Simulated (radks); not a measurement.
Q: The zirconium ion Zr26+, 14 electrons, occupied as [Ne] 3s2 3p2. Calculated with a radial shooting solver on a logarithmic mesh with Libxc functionals: Dirac Kohn-Sham, BLYP, spin-unpolarised, spherical densities, finite nucleus; open shells fill j = l - 1/2 first; Fermi nuclear charge, rms radius 4.2694 fm. Some entries of the table are withheld. Estimate them.

| orbital | occ. | eigenvalue (hartree) | <1/r> (bohr^-1) |
|---|---|---|---|
| 1s1/2 | 2 | (1) | (2) |
| 2s1/2 | 2 | (3) | 9.469 |
| 2p1/2 | 2 | -127.6992 | 9.422 |
| 2p3/2 | 4 | -124.4572 | 9.021 |
| 3s1/2 | 2 | (4) | 3.737 |
| 3p1/2 | 2 | (5) | (6) |
| 3p3/2 | 0 | (7) | (8) |

A: 
(1) 1s1/2 eigenvalue (hartree): -700.8862
(2) 1s1/2 <1/r> (bohr^-1): 41.26
(3) 2s1/2 eigenvalue (hartree): -134.8831
(4) 3s1/2 eigenvalue (hartree): -50.82928
(5) 3p1/2 eigenvalue (hartree): -48.34695
(6) 3p1/2 <1/r> (bohr^-1): 3.677
(7) 3p3/2 eigenvalue (hartree): -47.58936
(8) 3p3/2 <1/r> (bohr^-1): 3.578
